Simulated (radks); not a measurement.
Results of a calculation; reference values are marked as such.
Trend from Sc+ to Zn+: ionisation energy by Delta-SCF between NIST ground configurations, and size. Code: a radial shooting solver on a logarithmic mesh with Libxc functionals. Model: scalar-relativistic Kohn-Sham, r2SCAN, spin-polarised, spherical densities, finite nucleus; open shells are filled with parallel spins first; meta-GGA in the generalised Kohn-Sham scheme; Fermi nuclear charge, rms radius of each element as measured or else 0.836 A^(1/3) + 0.57 fm.

species  configuration  configuration of the ion  IE (eV)  NIST (eV)  kind  outermost  <r> outermost (bohr)  r at 0.001 e/bohr^3 (bohr)
Sc+       [Ar] 3d1 4s1                  [Ar] 3d1   12.970     12.800  exp.         4s                  3.33                        4.27
Ti+       [Ar] 3d2 4s1                  [Ar] 3d2   13.917     13.576  exp.         4s                  3.13                        4.17
V+            [Ar] 3d4                  [Ar] 3d3   15.798      14.63  exp.         3d                  1.50                        3.60
Cr+           [Ar] 3d5                  [Ar] 3d4   17.376     16.486  exp.         3d                  1.37                        3.52
Mn+       [Ar] 3d5 4s1                  [Ar] 3d5   16.156     15.640  exp.         4s                  2.73                        3.89
Fe+       [Ar] 3d6 4s1                  [Ar] 3d6   16.709     16.199  exp.         4s                  2.64                        3.84
Co+           [Ar] 3d8                  [Ar] 3d7   17.470     17.084  exp.         3d                  1.17                        3.41
Ni+           [Ar] 3d9                  [Ar] 3d8   19.293     18.169  exp.         3d                  1.08                        3.35
Cu+          [Ar] 3d10                  [Ar] 3d9   21.032     20.292  exp.         3d                  1.01                        3.29
Zn+      [Ar] 3d10 4s1                 [Ar] 3d10   18.543     17.964  exp.         4s                  2.39                        3.62

Reference values: NIST Atomic Spectra Database (exp. = measured, semi-emp. = semi-empirical, theory = theoretical value adopted there). Open shells are spherical and high-spin; term and fine-structure splittings are not resolved.
